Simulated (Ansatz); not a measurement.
`O[SiH2][AsH2]` + `N[SiH3]` → `[SiH3]N[AsH2]` + `O[SiH3]`  (cleavage of the As–Si bond)

Isolated molecules relaxed with PBE0-D4/def2-TZVP in Ansatz; ΔE leaves out vibrations. CCSD(T)/CBS adds triple-zeta CCSD(T) − MP2 to the extrapolated MP2 energy (def2 sets, frozen cores). This one scheme is used for every species. DFT in def2-TZVPP. B3LYP here is the variant with VWN-RPA as its local correlation; programs differ in this. For As outer-core shells are correlated without core-valence functions, which leaves a few kJ/mol of doubt a bond. Scalar relativity is left out up to krypton. One conformer a species, not always the lowest.

`O[SiH2][AsH2]`:

```xyz
8

O    -1.004   -0.641   -1.362
Si   -0.334    0.390   -0.261
As    0.456   -0.985    1.477
H    -1.303   -0.272   -2.195
H     0.730    1.216   -0.897
H    -1.350    1.322    0.307
H     1.042    0.232    2.183
H     1.763   -1.263    0.748
```

`N[SiH3]`:

```xyz
7

N     0.117    0.203   -1.041
Si    0.021   -0.186    0.632
H     0.363    1.139   -1.321
H    -0.548   -0.197   -1.684
H     1.262    0.304    1.286
H    -1.135    0.400    1.375
H    -0.080   -1.664    0.751
```

`[SiH3]N[AsH2]`:

Cartesian coordinates in Å:
```
Si 0.916 0.533 0.535
N -0.243 -0.735 0.448
As -1.531 -0.931 -0.859
H 1.836 0.554 -0.638
H 1.718 0.348 1.774
H 0.216 1.844 0.569
H -0.112 -1.571 0.991
H -2.114 0.477 -0.750
H -0.686 -0.519 -2.069
```

`O[SiH3]`:

Cartesian coordinates in Å:
```
O -0.028 1.219 -0.393
Si -0.086 -0.385 -0.023
H 0.460 1.797 0.195
H 1.273 -0.992 0.009
H -0.895 -1.019 -1.089
H -0.723 -0.621 1.302
```

CCSD(T)/CBS gives +59.3 kJ/mol.

(1) Another level gave +54.2 kJ/mol. Which?
A. MP2/def2-TZVPP
B. B3LYP/def2-TZVPP
C. HF/def2-TZVPP
D. r2SCANh/def2-TZVPP

Largest T1 diagnostic among the species: 0.011.

Answers

(1) A. MP2/def2-TZVPP 54.2, r2SCANh 65.6, HF/def2-TZVPP 46.5, B3LYP 58.2 kJ/mol.

Leaving LDA and LC-ωPBE aside and taking each functional with its dispersion term where it has one, the values, not all of them listed here, spread over 13.0 kJ/mol, from CAM-B3LYP-D4 to PBE-D4. In def2-TZVPP, CCSD(T) changes the Hartree–Fock value by +7.6 kJ/mol (the triples alone add +0.4 kJ/mol) and MP2 by +7.7 kJ/mol. At CCSD(T), def2-SVP lies −9.9 kJ/mol from the extrapolated value and def2-TZVPP −5.2 kJ/mol.
